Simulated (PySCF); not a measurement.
Input of a run (PBE0-D3(BJ)/def2-SVP geometry optimisation, gas phase (PySCF 2.14.0)), started from a GFN2-xTB structure with every atom displaced at random (by about 0.01 Å):
```
{"job": {"xc": "PBE0", "basis": "def2-SVP", "d3": "d3bj", "grid": 1, "shake": 0.01, "kind": "geom"}, "charge": 0, "multiplicity": 1}
C     -0.005650     1.524250    -0.095330
O     -0.029740     0.123230    -0.017410
C     -1.291350    -0.460530    -0.079630
F     -1.980540    -0.073100     0.998370
Al     1.368720    -1.216490     0.111080
Cl     3.084200    -0.109880     0.170820
H     -0.455970     1.869340    -1.046770
H     -0.568180     1.984910     0.730290
H      1.014700     1.863710    -0.028840
H     -1.124400    -1.544320    -0.006930
H     -1.842140    -0.163330    -0.959310
H      0.990750    -1.934130    -1.203050
H      0.845430    -1.880560     1.416390
```

Output (energies in Eh, forces in Eh/bohr):
```
step   0  E = -957.22828403  max force = 0.028491
step   1  E = -957.23741518  max force = 0.005665
step   2  E = -957.23790142  max force = 0.002810
step   3  E = -957.23792781  max force = 0.001894
step   4  E = -957.23802815  max force = 0.001783
step   5  E = -957.23806574  max force = 0.000277
step   6  E = -957.23808462  max force = 0.000923
step   7  E = -957.23809760  max force = 0.001142
step   8  E = -957.23811721  max force = 0.000577
step   9  E = -957.23813077  max force = 0.000239
optimisation converged
```

Task: Summarise the run.

Result: The energy falls by 6.2 kcal/mol over 10 energy and gradient evaluations, the largest force component goes from 0.0285 to 2.4e-04 Eh/bohr, and the atoms move by 0.153 Å rms after alignment. The bond that changes most is Al5–Cl6 (ends: aluminium bonded to Cl, O and 2 H; chlorine bonded to Al), which lengthens by 0.105 Å. Bonds longer at the end by more than 0.005 Å: 8 of 12; shorter: 1. Among the angles that change most is C3–O2–Al5, from 111.5° to 117.3°. The energy never rose by more than 1e-6 Eh on the way. The first step brought 93 % of the lowering.

Task: What are the final bond lengths?

Result: C1–O2 1.433 Å, O2–C3 1.397 Å, C3–F4 1.348 Å, O2–Al5 2.017 Å, Al5–Cl6 2.147 Å, C1–H7 1.101 Å, C1–H8 1.098 Å, C1–H9 1.096 Å, C3–H10 1.101 Å, C3–H11 1.103 Å, Al5–H12 1.592 Å, Al5–H13 1.588 Å. Numbering counts from 1 in the input's order; the species is `C[O+](CF)[AlH2-][Cl]`.

The run used 127 basis functions and 61 SCF cycles in all. Hardware: one thread, Arm Neoverse V1 (aarch64), shared host with 32 logical CPUs at a one-minute load of 36. Cost: 71 s wall, 0.50 GiB resident at most.

No frequency check. One conformer, not necessarily the lowest.

The values belong to the conformer `[CH3:1][O+:2]([CH2:3][F:4])[AlH2-:5][Cl:6]`: C1–O2–C3–F4 -69°, C1–O2–Al5–Cl6 2°.
